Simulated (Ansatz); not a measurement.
Sb2As⁺. The state is a singlet with charge 1. Geometry PBE-D4/def2-TZVP.

```
atom   x (Å)   y (Å)   z (Å)
 As1  -0.381   0.298   0.394
 Sb2  -1.491  -0.409  -1.626
 Sb3   1.872   0.112   1.233
```

In the def2 sets Sb takes a core potential; there is no spin–orbit coupling. The restricted singlet is unstable towards broken spin symmetry in Hartree–Fock (as tested in another run); at PBE-D4/def2-TZVP, r2SCAN-D4/def2-TZVP, B97M-V/def2-TZVP, PBE0-D4/def2-TZVP and others this wasn't settled. At PBE-D4/def2-TZVP, r2SCAN-D4/def2-TZVP, B97M-V/def2-TZVP an occupied level lies above an empty one. Another isomer (singlet) lies 2.35 eV lower at PBE0-D4/def2-TZVP; other spin states weren't run for this one.

(1) Estimate the orbital energies around the gap (eV) in Ansatz with PBE-D4/def2-TZVP, r2SCAN-D4/def2-TZVP, B97M-V/def2-TZVP, PBE0-D4/def2-TZVP, r2SCAN0-D4/def2-TZVP.

Answers

(1) 
| orbital | PBE-D4/def2-TZVP | r2SCAN-D4/def2-TZVP | B97M-V/def2-TZVP | PBE0-D4/def2-TZVP | r2SCAN0-D4/def2-TZVP |
| --- | --- | --- | --- | --- | --- |
| HOMO−5 | -18.90 | -19.38 | -18.97 | -20.42 | -20.75 |
| HOMO−4 | -16.46 | -16.80 | -16.34 | -17.64 | -17.90 |
| HOMO−3 | -12.47 | -12.77 | -12.58 | -13.39 | -13.59 |
| HOMO−2 | -11.73 | -11.97 | -11.72 | -12.51 | -12.69 |
| HOMO−1 | -11.30 | -11.60 | -11.36 | -12.32 | -12.52 |
| HOMO | -9.59 | -9.79 | -9.57 | -10.35 | -10.49 |
| LUMO | -9.89 | -9.91 | -9.68 | -9.24 | -9.27 |
| LUMO+1 | -9.18 | -9.16 | -8.95 | -8.48 | -8.47 |
| LUMO+2 | -7.91 | -7.94 | -7.75 | -7.41 | -7.44 |
| LUMO+3 | -6.53 | -6.30 | -6.14 | -5.72 | -5.60 |
| LUMO+4 | -4.40 | -3.99 | -4.08 | -3.54 | -3.27 |
| LUMO+5 | -2.48 | -1.91 | -2.19 | -1.75 | -1.40 |
